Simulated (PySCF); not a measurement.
A geometry optimisation on NbS(OSiH3)3, `[SiH3][O][Nb](=[S])([O][SiH3])[O][SiH3]`.

Method: PBE0-D3(BJ)/def2-SVP geometry optimisation, gas phase, def2 core potentials past Kr (PySCF 2.14.0). Start geometry: GFN2-xTB. A driver script takes a list of jobs; this job's settings line and coordinates (Å) are shown.

Input:
```
{"job": {"xc": "PBE0", "basis": "def2-SVP", "d3": "d3bj", "grid": 1, "maxiter": 30, "shake": 0.03, "kind": "geom"}, "charge": 0, "multiplicity": 1}
Nb     0.061180    -0.094750     0.093100
S     -0.129130    -0.059220     2.298920
O      1.587110    -0.809930    -0.206060
Si     3.210670    -1.484390    -0.023030
H      3.374430    -1.536060     1.400300
H      4.031790    -0.620990    -0.767240
H      3.023690    -2.837490    -0.603760
O     -0.065040     1.812260    -0.249310
Si    -0.244100     3.427700    -0.046170
H     -0.459020     3.679490     1.354230
H     -1.412020     3.782440    -0.915190
H      1.043450     3.959100    -0.598400
O     -1.572280    -0.991370    -0.369710
Si    -2.902010    -1.897540    -0.311880
H     -3.200210    -2.151440     1.083030
H     -2.529720    -3.108250    -1.022170
H     -3.847330    -1.070120    -1.056400
```

Question: Give the output.

Answer: 
```
step   0  E = -1553.67943573  max force = 0.140875
step   1  E = -1553.72393286  max force = 0.037788
step   2  E = -1553.72975829  max force = 0.008451
step   3  E = -1553.73101898  max force = 0.007027
step   4  E = -1553.73117285  max force = 0.002547
step   5  E = -1553.73122445  max force = 0.000753
step   6  E = -1553.73126387  max force = 0.001460
step   7  E = -1553.73134821  max force = 0.002340
step   8  E = -1553.73141210  max force = 0.001470
step   9  E = -1553.73144941  max force = 0.000404
step  10  E = -1553.73145941  max force = 0.000350
optimisation converged
```

Energies in Eh; «max force» is the largest Cartesian gradient component in Eh/bohr.

Question: How much energy does the optimisation release, in eV?

Answer: E(step 0) − E(last step) = 0.052024 Eh, which is 1.416 eV.

Question: Give the first gradient maximum in eV/Å.

Answer: With 1 Eh/bohr = 51.422 eV/Å, 7.244 eV/Å.

Summary of the converged run: final energy -1553.73146 Eh after 10 steps; dipole 2.12 D.

Question: Where do the atoms end?

Answer: 0.112 Å rms from the input after alignment:
```
atom  x, y, z in Å
Nb1   -0.0253   -0.0179    0.2658
S2    -0.1024   -0.0796    2.4183
O3     1.6056   -0.7637   -0.2890
Si4    3.1178   -1.4518   -0.0668
H5     3.4282   -1.5029    1.3904
H6     4.1269   -0.6182   -0.7811
H7     3.1051   -2.8275   -0.6409
O8    -0.1452    1.7740   -0.2821
Si9   -0.2541    3.4354   -0.0904
H10   -0.4464    3.7539    1.3531
H11   -1.4126    3.9299   -0.8877
H12    1.0052    4.0555   -0.5931
O13   -1.4623   -1.0191   -0.4093
Si14  -2.8447   -1.9638   -0.3409
H15   -3.1828   -2.2411    1.0841
H16   -2.5833   -3.2385   -1.0683
H17   -3.9582   -1.2252   -1.0020
```

Question: How long does this job take on an Arm Neoverse V1 with one thread, no GPU, shared host with 32 logical CPUs at a one-minute load of 21? And the peak memory of the process?

Answer: About 4.9 min, with 0.91 GiB resident at the peak, the Python interpreter and its libraries included.
Labels such as C1 count atoms from 1, the log's own numbers from 0.
